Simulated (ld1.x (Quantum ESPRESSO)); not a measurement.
What one change does to a pseudopotential (manganese, TM)

| Item | Value |
| --- | --- |
| Element | manganese |
| Generator | ld1.x (Quantum ESPRESSO) 7.5 |
| Type | norm-conserving Troullier–Martins (Kleinman–Bylander form) |
| Functional | PBE |
| Relativity | scalar-relativistic |
| Frozen core | [Ar] |
| Valence charge | 7 |
| Reference configuration | 3d5 4s1 4p1 |
| Partial waves | 4s (bound): rc 2.30 bohr; 4p (bound): rc 3.70 bohr; 3d (bound): rc 1.85 bohr |
| Local potential | the d channel |
| Core correction | none |

Change: all radii scaled by about 1.37 (s 3.16, p 5.08, d 2.54 bohr).

Cutoffs: the cutoffs (Ry, on a coarse ladder) from which the occupation-weighted sum of valence levels, in a spherical-Bessel basis at the reference potential, stays within 10 and 1 mRy of its value at 400 Ry; they do not see the model core or the augmentation charge, which bear on the density cutoff. Errors are all-electron minus pseudo energies relative to the spin-unpolarised reference configuration.

Q: How do hardness, ghosts and transferability respond?

A: The potential gets softer (80 Ry and 120 Ry → 45 Ry and 70 Ry); the bound ghosts move from p, s to s; of the 7 tests that both files solve, the error grows in 2 and shrinks in 4 by more than 15 % and 0.3 meV (median size 18.6 → 8.3 meV). A larger radius leaves more room for a smooth pseudo-wave, so fewer plane waves are needed.

```tsv
quantity	base	changed
cutoff, loose	80 Ry	45 Ry
cutoff, tight	120 Ry	70 Ry
loose cutoff by channel (10 mRy a level)	s 6 Ry, p 6 Ry, d 70 Ry	s 6 Ry, p 6 Ry, d 40 Ry
bound ghosts	s, p	s
error for 3d5 4s2 4p0, meV [ΔE -3.86 eV]	+8.1	+2.8
error for 3d5 4s1 4p0, meV [ΔE 4.56 eV]	+1.3	-3.6
error for 3d5 4s0 4p0, meV [ΔE 20.16 eV]	+81	+10
error for 3d3 4s0 4p0, meV [ΔE 103.44 eV]	-112	+774
error for 3d5 4s0 4p2, meV [ΔE 4.07 eV]	+10	+2.6
error for 3d5 4s0 4p1, meV [ΔE 9.30 eV]	+19	+8.3
error for 3d5.5 4s1.5 4p0, meV [ΔE -4.34 eV]	-22	-23
```

 A true bound ghost makes a file unfit for plane-wave use even where its test errors are small: the radial tests pick states by their node count and pass the ghost by.
